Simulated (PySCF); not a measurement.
**Ionising TlGe**

UHF-CCSD(T); Tl def2-SVP with ECP60, Ge def2-SVP; scalar-relativistic core potentials (PySCF 2.14). Neutral (UHF): quartet (σ ↑, π ↑↑), Re = 2.754 Å, ωe = 157 cm⁻¹, De = 1.87 eV.

TlGe⁺ (UHF): triplet (σ ↑, π ↑), Re = 3.320 Å, ωe = 73.1 cm⁻¹. The energies at the minima are -2246.88864 hartree for TlGe and -2246.64646 for TlGe⁺.

**Question.** Work out the adiabatic ionisation energy, without and with harmonic zero-point energies (1 hartree = 27.2114 eV, 1 eV = 8065.5 cm⁻¹), and the change of the bond length.

**Answer.** At UHF-CCSD(T): 0.24218 hartree = 6.590 eV between the minima; the zero-point term (73.1 − 157.0)/2 cm⁻¹ = -0.005 eV makes it 6.585 eV. Re changes by +56.6 pm against the neutral. The electron leaves a π orbital, and the ion is left as a loose complex of an ion and an atom.

Correlated steps freeze 13 core orbitals. Correlated levels converge slowly with the basis: in double zeta they bind strong bonds too weakly, by up to about 1 eV, and carry superposition errors of some tenths. These are scalar-relativistic numbers at best; spin–orbit coupling would shift them, the dissociation energy most. States were picked by a PBE0 search and need not be the measured ground states.
